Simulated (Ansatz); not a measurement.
`CC([SiH3])[SiH2]F` + `NBBr` → `CB(N)Br` + `F[SiH2]C[SiH3]`  (formal exchange of groups at a C–C bond)

Gas-phase electronic energies from Ansatz, PBE0-D4/def2-TZVP geometries. CCSD(T)/CBS is the MP2 limit (def2-TZVPP, def2-QZVPP) plus CCSD(T) − MP2 in def2-TZVPP, frozen cores. Functionals use def2-TZVPP. B3LYP here is the variant with VWN-RPA as its local correlation; programs differ in this. For Br outer-core shells are correlated without core-valence functions, which leaves a few kJ/mol of doubt a bond. Scalar relativity is left out up to krypton. One conformer a species, not always the lowest.

`CC([SiH3])[SiH2]F`:

```xyz
14

C     0.133   -0.005   -1.567
C    -0.397   -0.207   -0.138
Si   -0.681    1.444    0.718
Si    0.706   -1.320    0.858
F     0.877   -2.722    0.095
H     1.111    0.486   -1.561
H    -0.540    0.619   -2.161
H     0.249   -0.957   -2.090
H    -1.380   -0.697   -0.169
H     0.604    2.186    0.835
H    -1.247    1.253    2.080
H    -1.625    2.264   -0.088
H     2.064   -0.734    0.996
H     0.127   -1.609    2.193
```

`NBBr`:

Z-matrix (Å, degrees):
```
N
B 1 1.380
H 1 1.006 2 123.3
H 1 1.006 2 122.1 3 -180.0
Br 2 1.931 1 119.6 3 -0.0
H 2 1.190 1 122.0 3 180.0
```

`CB(N)Br`:

Z-matrix (Å, degrees):
```
C
B 1 1.561
H 1 1.094 2 110.5
H 1 1.093 2 112.9 3 -121.4
H 1 1.094 2 110.5 3 117.2
N 2 1.386 1 124.4 3 121.1
Br 2 1.953 1 119.0 3 -58.8
H 6 1.005 2 123.3 1 -180.0
H 6 1.006 2 122.1 1 0.0
```

`F[SiH2]C[SiH3]`:

Z-matrix (Å, degrees):
```
Si
C 1 1.854
F 1 1.604 2 109.3
H 1 1.484 2 112.0 3 118.5
H 1 1.484 2 110.7 3 -118.3
Si 2 1.877 1 115.3 3 53.0
H 2 1.097 1 107.4 3 173.8
H 2 1.095 1 109.5 3 -70.4
H 6 1.488 2 109.9 1 52.6
H 6 1.485 2 110.5 1 -67.5
H 6 1.487 2 110.3 1 172.2
```

Task: Is it downhill or uphill in electronic energy at CCSD(T)/CBS, and by how much? (An estimate is asked.)

Result: Ansatz gave: Downhill: ΔE = -14.8 kcal/mol.

Task: What do these levels give: ωB97M-V, PBE, B3LYP, MP2/def2-TZVPP, MP2/def2-QZVPP, MP2/CBS(def2)? (Estimate.)

Result: The calculation gave: ωB97M-V -15.2, PBE -15.1, B3LYP -15.7, MP2/def2-TZVPP -14.8, MP2/def2-QZVPP -15.0, MP2/CBS(def2) -15.1 kcal/mol.

Largest T1 diagnostic among the species: 0.011.

The D4 term adds +0.8 kcal/mol with B3LYP and +0.5 kcal/mol with PBE0; it sums over pairs of atoms, weighted by their polarisabilities, and B3LYP, whose exchange is more repulsive, gets the larger term. In def2-TZVPP, CCSD(T) changes the Hartree–Fock value by +1.4 kcal/mol (the triples alone add +0.3 kcal/mol) and MP2 by +1.2 kcal/mol.
